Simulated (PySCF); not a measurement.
From one molecule to another.

First species: 2-methoxypyridine, C6H7NO.
SMILES: `COc1ccccn1`

Second species: C5H6S2.
SMILES: `CSc1ccsc1`

Levels: wB97X-D/def2-SVPD for dipole moment, HOMO energy, LUMO energy, HOMO–LUMO gap, static isotropic polarisability and electronic spatial extent ⟨r²⟩ about the centre of nuclear charge; TDDFT wB97X-D/def2-SVPD for lowest singlet excitation; TDA wB97X-D/def2-SVPD for lowest triplet excitation (Tamm–Dancoff); GFN2-xTB for rotational constant A and rotational constant C. Geometries: GFN2-xTB. Each species is one conformer at its optimised geometry, gas phase, non-relativistic unless stated. Electronic properties by PySCF.

The conformers computed, where there is a choice (atom-mapped SMILES and torsion angles):
- `[CH3:1][O:2][c:3]1[cH:4][cH:5][cH:6][cH:7][n:8]1`: C1–O2–C3–C4 180°
- `[CH3:1][S:2][c:3]1[cH:4][cH:5][s:6][cH:7]1`: C1–S2–C3–C4 180°

Values for the first species:

- Dipole moment: 0.79 D
- HOMO energy: -8.56 eV
- LUMO energy: 1.05 eV
- HOMO–LUMO gap: 9.61 eV
- Lowest singlet excitation: 5.24 eV
- Lowest triplet excitation (Tamm–Dancoff): 4.10 eV
- Static isotropic polarisability: 79.6 au
- Electronic spatial extent ⟨r²⟩ about the centre of nuclear charge: 920 bohr²
- Rotational constant A: 5.235 GHz
- Rotational constant C: 1.280 GHz

(1) Estimate the same properties for the second species, and the change in each.

Answers

(1) 
```csv
property,first,second,second less first
dipole moment,0.79 D,1.01 D,+0.22 D
HOMO energy,-8.56 eV,-7.79 eV,+0.77 eV
LUMO energy,1.05 eV,1.24 eV,+0.19 eV
HOMO–LUMO gap,9.61 eV,9.03 eV,-0.58 eV
lowest singlet excitation,5.24 eV,5.13 eV,-0.11 eV
lowest triplet excitation (Tamm–Dancoff),4.10 eV,3.75 eV,-0.35 eV
static isotropic polarisability,79.6 au,95.9 au,+16.3 au
electronic spatial extent ⟨r²⟩ about the centre of nuclear charge,920 bohr²,1189 bohr²,+269 bohr²
rotational constant A,5.235 GHz,4.676 GHz,-0.559 GHz
rotational constant C,1.280 GHz,0.930 GHz,-0.350 GHz
```

On the first: S1 lies 4.37 eV below the HOMO–LUMO gap; its leading configuration is HOMO→LUMO, weight 0.88. The vertical singlet–triplet gap S1 − T1 is 1.14 eV (TDDFT singlet less Tamm–Dancoff triplet; S1: HOMO→LUMO, weight 0.88; T1: HOMO→LUMO, weight 0.79).

On the second: The vertical singlet–triplet gap S1 − T1 is 1.38 eV (TDDFT singlet less Tamm–Dancoff triplet; S1: HOMO→LUMO, weight 0.95; T1: HOMO→LUMO, weight 0.69).
